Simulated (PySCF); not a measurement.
## Ions at one geometry of [Tl(NH2)2]+

PySCF 2.14.0, RKS PBE0, Tl def2-SVP with ECP60, N def2-SVP, H def2-SVP; non-relativistic Hamiltonian with scalar-relativistic core potentials where named; density fitting; no spin-orbit coupling; singlets restricted, open shells unrestricted. The geometry is relaxed for charge +1, singlet, vacuum:

```xyz
7

Tl    0.0000    0.0000   -0.0580
N     2.0041   -0.1309    0.1511
H     2.4535   -0.4638   -0.7063
H     2.4137    0.7707    0.4106
N    -2.0041    0.1309    0.1511
H    -2.4535    0.4638   -0.7063
H    -2.4137   -0.7707    0.4106
```

Energies count from the relaxed state; an electron taken off or put on is at rest in vacuum. Charges and spins are Mulliken's.

| state | energy (eV) | spin squared | charge on Tl1 (e) | spin on Tl1 (e) | dipole about the centre of mass (D) |
| --- | --- | --- | --- | --- | --- |
| charge +1, singlet, vacuum | 0.00 | 0.00 | 0.82 | 0.00 | 1.74 |
| charge +2, doublet, vacuum | 15.25 | 0.84 | 1.10 | -0.14 | 1.13 |

What does the state charge 0, doublet, vacuum give?

energy (eV) -5.26, spin squared 0.76, charge on Tl1 (e) 0.31, spin on Tl1 (e) 0.43, dipole about the centre of mass (D) 0.37.

With an electron taken off (doublet) the charges change, summed by element, by Tl +0.28 e, N +0.45 e, H +0.27 e. The vertical ionisation energy is 15.25 eV, against −ε(HOMO) = 13.18 eV of the relaxed state. The level lies 2.1 eV too high, as is usual for semilocal functionals and global hybrids, which keep a self-interaction error.

With an electron put on (doublet) the charges change, summed by element, by Tl -0.51 e, N -0.15 e, H -0.33 e. The vertical electron affinity is 5.26 eV, against −ε(LUMO) = 7.36 eV of the relaxed state.

Open shells may have lower solutions than those found.
